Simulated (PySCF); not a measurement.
Compound: C7H10N2S.
Structure used (GFN2-xTB), in Å, numbered top down from 1:
```
atom  x, y, z in Å
C1     3.3765   -0.7335   -0.5320
S2     1.6438   -1.2608   -0.6224
C3     0.8525    0.1801   -0.0182
C4     1.3500    1.4054    0.3876
C5     0.2133    2.1269    0.7649
N6    -0.8836    1.4130    0.6037
N7    -0.4908    0.2323    0.1287
C8    -1.4265   -0.7932   -0.1708
C9    -2.7639   -0.4032   -0.7268
C10   -2.6569   -0.9113    0.6780
H11    3.6157   -0.4499    0.4883
H12    3.9704   -1.5919   -0.8297
H13    3.5417    0.0927   -1.2171
H14    2.3676    1.7343    0.4078
H15    0.1582    3.1283    1.1429
H16   -0.9363   -1.6884   -0.5315
H17   -2.9428    0.6523   -0.8560
H18   -3.2062   -1.0336   -1.4821
H19   -2.7638   -0.1899    1.4724
H20   -3.0241   -1.8988    0.9095
```

NICS = −σ at a ghost point: NICS(0) at the centroid of the ring atoms, NICS(1) 1 Å to either side along the normal of their mean plane, zz for the tensor component along that normal. Level: GIAO PBE0/pcSseg-1 (PySCF, non-relativistic, gas phase) on the GFN2-xTB geometry, one conformer.

Ring bond lengths (Å), with Mayer bond orders in brackets: C3–C4 1.383 (1.30), C4–C5 1.398 (1.36), C5–N6 1.319 (1.53), N6–N7 1.332 (1.22), N7–C3 1.352 (1.07); C8–C9 1.500 (0.96), C9–C10 1.498 (0.96), C10–C8 1.499 (0.96).

Q: What do the NICS probes read (ppm)?

A: 
```tsv
ring	type	NICS(0)	NICS(1), two faces	NICS(1)zz, two faces	rms pucker (Å)	centre to ring atoms, mean (Å)
C3–C4–C5–N6–N7	5-membered ring with 2 N; formal bonds all aromatic	-12.2	-11.1 / -11.1	-27.1 / -27.1	0.00	1.15
C8–C9–C10	3-membered carbocycle; formal bonds all single	-40.5	-8.4 / -6.3	-22.9 / -20.0	0.00	0.87
```

Q: What do they say, and how far can they be read as aromaticity?

A: 
- C3–C4–C5–N6–N7: mean NICS(1)zz -27.1 ppm, shielded. For a flat ring without four-coordinate atoms the NICS criterion counts such a value as aromatic.
- C8–C9–C10: mean NICS(1)zz -21.5 ppm, shielded. C8, C9, C10 have four or more neighbours, so the value isn't read as a sign of a π ring current. NICS(0) lies 33 ppm below the mean NICS(1).

Q: And the bond-length index? HOMA takes Krygowski's 1993 parameters.

A: 
- C3–C4–C5–N6–N7: HOMA 0.97; the largest term is that of N6–N7, α(R − Ropt)² = 0.07. The geometric and the magnetic index point the same way.

Q: What is the mean of the two in-plane components of NICS at the second NICS(1) probe listed for ring C3–C4–C5–N6–N7, 1 Å off the ring?

A: The isotropic value is a third of the trace: (3 × -11.1 − (-27.1))/2 = -3.1 ppm.

Q: Give the inner angles of the rings and the Hirshfeld charges of the ring atoms.

A: 
- C3–C4–C5–N6–N7: C3 106.9° (+0.003 e), C4 104.1° (-0.122 e), C5 111.3° (-0.033 e), N6 106.2° (-0.135 e), N7 111.5° (+0.038 e); sum 540.0° against 540° for a flat convex ring.
- C8–C9–C10: C8 59.9° (+0.005 e), C9 60.0° (-0.090 e), C10 60.1° (-0.090 e); sum 180.0° against 180° for a flat convex ring.

Q: What are the shieldings of the ring atoms and their hydrogens in the same run (means over atoms taken as equivalent)?

A: 
```
   atoms                          environment  σ isotropic (ppm)  principal values of the symmetric part, first atom (ppm)
      C3          substituted aromatic carbon               43.7                                        -19.7, 39.1, 111.8
      C4                   aromatic CH carbon               82.4                                         10.8, 79.0, 157.3
      C5  aromatic CH next to a ring nitrogen               45.0                                        -44.2, 42.6, 136.7
      N6               pyridine-type nitrogen              -59.4                                      -276.7, -79.5, 178.0
      N7                pyrrole-type nitrogen               37.2                                        -66.2, 54.9, 122.7
      C8         sp3 carbon bound to nitrogen              155.0                                       116.3, 137.6, 211.1
 C9 (×2)           three-membered-ring carbon              177.3                                       145.0, 175.8, 210.5
     H14                    aromatic hydrogen              25.95                                          22.0, 26.3, 29.5
     H15                    aromatic hydrogen              24.29                                          21.4, 25.1, 26.4
     H16                     methine hydrogen              28.42                                          19.0, 31.2, 35.1
H17 (×2)                   methylene hydrogen              30.26                                          23.9, 28.8, 38.2
H18 (×2)                   methylene hydrogen              30.87                                          25.0, 26.6, 41.0
```
